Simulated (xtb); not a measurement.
C6H13Te, doublet, geometry from GFN2-xTB of the parent state (the spin is typed, not shown lowest); GFN1-xTB run with xtb 6.7.1.

xtb was given this input:
```
$ xtb mol.xyz --gfn 1 --chrg 0 --uhf 1 --json

# file mol.xyz
20

C      1.65639927    -0.53950769    -1.06783427
C      2.01394217    -0.05564950     0.26002479
C      2.10320136    -0.95431061     1.44412771
Te     0.00312691     0.71160316    -0.37816026
C     -1.28741786    -0.94130866     0.39620253
C     -2.38415573    -1.20052357    -0.62075328
C     -1.82321391    -0.55754762     1.76256507
H      2.15713763    -0.11494546    -1.92805634
H      1.38223245    -1.58180518    -1.17568321
H      2.67604522     0.80429317     0.29694005
H      1.42988114    -1.80531822     1.38046159
H      1.92974543    -0.41480070     2.37335472
H      3.12339219    -1.34075194     1.48592398
H     -0.61999619    -1.80549726     0.46508670
H     -2.98865258    -2.04043820    -0.28176385
H     -1.97539430    -1.45265812    -1.59918386
H     -3.04175095    -0.33888692    -0.72362284
H     -1.02017358    -0.36512794     2.47316404
H     -2.42666138    -1.37731673     2.14916644
H     -2.46093639     0.32297557     1.70255057
```

**Question.** What does xtb print? Leave out banner, timings and long lists.

**Answer.** 
```
   ID    Z sym.   atoms
    1    6 C      1-3, 5-7
    2   52 Te     4
    3    1 H      8-20

           -------------------------------------------------
          |                Calculation Setup                |
           -------------------------------------------------

           -------------------------------------------------
          |                 G F N 1 - x T B                 |
           -------------------------------------------------

          ...................................................
          :                      SETUP                      :
          :.................................................:
          :  # basis functions                  60          :
          :  # atomic orbitals                  59          :
          :  # shells                           41          :
          :  # electrons                        43          :
          :  # halogen bonds                     0          :
          :  max. iterations                   250          :
          :  Hamiltonian                  GFN1-xTB          :
          :  restarted?                      false          :
          :  GBSA solvation                  false          :
          :  PC potential                    false          :
          :  electronic temp.          300.0000000     K    :
          :  accuracy                    1.0000000          :
          :  -> integral cutoff          0.2500000E+02      :
          :  -> integral neglect         0.1000000E-07      :
          :  -> SCF convergence          0.1000000E-05 Eh   :
          :  -> wf. convergence          0.2000000E-04 e    :
          :  Broyden damping             0.4000000          :
          :  net charge                          0          :
          :  unpaired electrons                  1          :
          ...................................................

 iter      E             dE          RMSdq      gap      omega  full diag
   1    -23.6165001 -0.236165E+02  0.767E+00    0.20       0.0  T
   2    -23.6497831 -0.332831E-01  0.482E+00    0.15       1.0  T
   3    -23.5817600  0.680231E-01  0.174E+00    0.10       1.0  T
   4    -23.6367305 -0.549704E-01  0.939E-01    0.63       1.0  T
   5    -23.6534310 -0.167005E-01  0.343E-01    0.30       1.0  T
   6    -23.6510687  0.236227E-02  0.386E-01    0.06       1.0  T
   7    -23.6562071 -0.513836E-02  0.638E-02    0.16       1.0  T
   8    -23.6560737  0.133346E-03  0.908E-02    0.17       1.0  T
[...]
         :: total energy             -23.372761952691 Eh    ::
[...]
    17H     0.02467  0.07740   0.975  0.000  0.000
    18H     0.02647  0.07877   0.974  0.000  0.000
    19H     0.03294  0.08529   0.967  0.000  0.000
    20H     0.02449  0.07722   0.976  0.000  0.000

Wiberg/Mayer (AO) data.
largest (>0.10) Wiberg bond orders for each atom

 ---------------------------------------------------------------------------
     #   Z sym  total        # sym  WBO       # sym  WBO       # sym  WBO
 ---------------------------------------------------------------------------
     1   6 C    3.881 --     2 C    1.099     9 H    0.988     8 H    0.988
                             4 Te   0.758
     2   6 C    3.798 --     1 C    1.099     3 C    1.038    10 H    0.982
                             4 Te   0.653
     3   6 C    3.996 --     2 C    1.038    12 H    0.984    11 H    0.983
                            13 H    0.970
     4  52 Te   2.331 --     5 C    0.874     1 C    0.758     2 C    0.653
     5   6 C    3.953 --     7 C    1.030     6 C    1.029    14 H    0.984
                             4 Te   0.874
     6   6 C    3.996 --     5 C    1.029    17 H    0.989    16 H    0.988
                            15 H    0.977
     7   6 C    3.996 --     5 C    1.030    20 H    0.988    18 H    0.987
                            19 H    0.977
     8   1 H    1.008 --     1 C    0.988
     9   1 H    1.001 --     1 C    0.988
    10   1 H    1.006 --     2 C    0.982
    11   1 H    1.007 --     3 C    0.983
    12   1 H    1.009 --     3 C    0.984
    13   1 H    1.009 --     3 C    0.970
    14   1 H    1.009 --     5 C    0.984
    15   1 H    1.005 --     6 C    0.977
    16   1 H    1.015 --     6 C    0.988
    17   1 H    1.010 --     6 C    0.989
    18   1 H    1.016 --     7 C    0.987
    19   1 H    1.005 --     7 C    0.977
    20   1 H    1.010 --     7 C    0.988
 ---------------------------------------------------------------------------

Topologies differ in total number of bonds
Writing topology from bond orders to xtbtopo.mol

 dipole moment from electron density (au)
     X       Y       Z
  -0.2349  -0.2234   0.0992  total (Debye):    0.862

           -------------------------------------------------
          | TOTAL ENERGY              -23.372761952691 Eh   |
          | GRADIENT NORM               0.080583034886 Eh/α |
          | HOMO-LUMO GAP               0.134730718267 eV   |
           -------------------------------------------------

normal termination of xtb
```
